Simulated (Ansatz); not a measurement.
Ideal-gas functions of `[F][GeH]1[O][SiH2]1` at 500 K and 1 bar, from an Ansatz frequency run at PBE0-D4/def2-TZVP.

Molar mass 138.72 g/mol, point group C1 (symmetry number 1), electronic degeneracy 1, moments of inertia 56.327, 200.734, 208.339 u Å². Harmonic wavenumbers (cm⁻¹, unscaled): 149, 205, 377, 439, 450, 616, 652, 690, 733, 791, 907, 978, 2162, 2233, 2251.

Use S(trans) = R[1.5 ln M + 2.5 ln T − 1.1517]; rotational temperatures θ = 24.2544 K / I; S(rot) = R[ln(√π/σ · √(T³/θAθBθC)) + 1.5]; for each mode x = 1.438777 ν̃/T, S = R[x/(eˣ − 1) − ln(1 − e⁻ˣ)] and H = RT x/(eˣ − 1); 1 cm⁻¹ = 0.0119627 kJ/mol; R = 8.31446 J/(mol·K).

Question: By hand: the entropy, in J/(mol·K).

Answer: Translation 181.1. Rotation: θ = 0.4306, 0.1208, 0.1164 K, giving 116.0. Vibration, mode by mode: 15.42, 12.82, 8.03, 6.90, 6.72, 4.56, 4.20, 3.86, 3.50, 3.07, 2.36, 2.01, 0.12, 0.10, 0.10, in all 73.8. Electronic 0.0. Sum 370.9 J/(mol·K).

Question: By hand: H − E and G − E in kJ/mol, counted from the electronic energy.

Answer: Zero-point energy ½ × 13633 × 0.0119627 = 81.5; thermal vibration 21.1; translation, rotation and pV give 4 RT = 16.6. H − E = 119.2 kJ/mol, and G − E = 119.2 − 500 × 370.9/1000 = -66.2 kJ/mol.

Vibration gives 20 % of the entropy, 15.4 J/(mol·K) of it from the mode under 150 cm⁻¹: soft modes count most, and the harmonic formula is weakest for them. The sum counts one conformer and one mirror image; others add a mixing term.
